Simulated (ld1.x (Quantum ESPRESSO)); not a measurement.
An all-electron radial function and its pseudo partner (aluminium (Al))

Columns: radius, all-electron u(r) and pseudo u(r) of the 3s shell (level -14.86 eV) of aluminium in the configuration [Ne] 3s2 3p0; PW91, scalar-relativistic, PAW scheme, ld1.x (Quantum ESPRESSO) 7.5.

| r (bohr) | all-electron | pseudo |
| --- | --- | --- |
| 0.130 | 0.0707 | 0.0818 |
| 0.260 | -0.2004 | 0.1623 |
| 0.390 | -0.3164 | 0.2404 |
| 0.520 | -0.2841 | 0.3149 |
| 0.650 | -0.1688 | 0.3848 |
| 0.780 | -0.0202 | 0.4492 |
| 0.910 | 0.1321 | 0.5074 |
| 1.040 | 0.2725 | 0.5588 |
| 1.170 | 0.3935 | 0.6031 |
| 1.300 | 0.4929 | 0.6399 |
| 1.430 | 0.5708 | 0.6694 |
| 1.560 | 0.6292 | 0.6913 |
| 1.690 | 0.6699 | 0.7060 |
| 1.820 | 0.6951 | 0.7137 |
| 1.950 | 0.7065 | 0.7145 |
| 2.080 | 0.7063 | 0.7088 |
| 2.210 | 0.6965 | 0.6969 |
| 2.340 | 0.6790 | 0.6790 |
| 2.470 | 0.6554 | 0.6554 |
| 2.600 | 0.6273 | 0.6273 |
| 2.730 | 0.5960 | 0.5960 |
| 2.860 | 0.5626 | 0.5626 |
| 2.990 | 0.5280 | 0.5280 |
| 3.120 | 0.4931 | 0.4931 |
| 3.250 | 0.4586 | 0.4586 |
| 3.380 | 0.4248 | 0.4248 |

How many radial nodes do the two functions have?

The all-electron 3s function has n − l − 1 = 2; the pseudo-wave has 0, since the states of the same l below it are removed with the core.

At about which radius was the pseudo-wave matched?

2.35 bohr. The columns agree to 0.0005 from 2.21 bohr on; several derivatives are matched, so the curves merge somewhat inside the radius.

Where does each function peak?

Outermost all-electron maximum near 1.95 bohr, pseudo maximum near 1.95 bohr (to the table’s step).

Is the pseudo-wave norm-conserving?

No, it belongs to a PAW set: the norm inside the radius is not constrained, and the difference is carried by the augmentation charge.
